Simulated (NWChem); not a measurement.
# Atomisation of C3H3N2

SMILES: c1[nH][c]nc1
```xyz
8

C     -0.5190     1.0477     0.0000
N      0.7532     0.9918     0.0000
C      1.0735    -0.3603     0.0000
C     -0.0837    -1.1034     0.0000
N     -1.1178    -0.1711     0.0000
H      2.1046    -0.7096     0.0000
H     -0.2657    -2.1759     0.0000
H     -2.1116    -0.3639     0.0000
```
Charge 0, spin multiplicity 2.

The numbers come from NWChem runs, not from measurements. Structure: optimised with UB3LYP/def2-SVP, a minimum by its harmonic frequencies.

Basis set: def2-TZVP. The atomisation energy is electronic alone: no zero-point, thermal, spin-orbit or counterpoise terms. No value is extrapolated to the basis-set limit. Free atoms are single determinants with multiplicities C 3, N 4, H 2.

B3LYP has NWChem's definition, with VWN1-RPA local correlation. The structure started from a generated list of species. The unpaired electrons of the parent sit in orbitals of symmetry a' (Cs labels of the run); other states weren't searched. No SCF solution was tested for a lower state.

### Question
Order these methods by the atomisation energy they give, lowest first: LDA (SVWN5), BP86, PBE0, TPSS, B3LYP, r2SCAN.

### Answer
B3LYP (827.5 kcal/mol), r2SCAN (833.4 kcal/mol), TPSS (836.5 kcal/mol), PBE0 (843.0 kcal/mol), BP86 (872.8 kcal/mol), LDA (SVWN5) (993.5 kcal/mol)
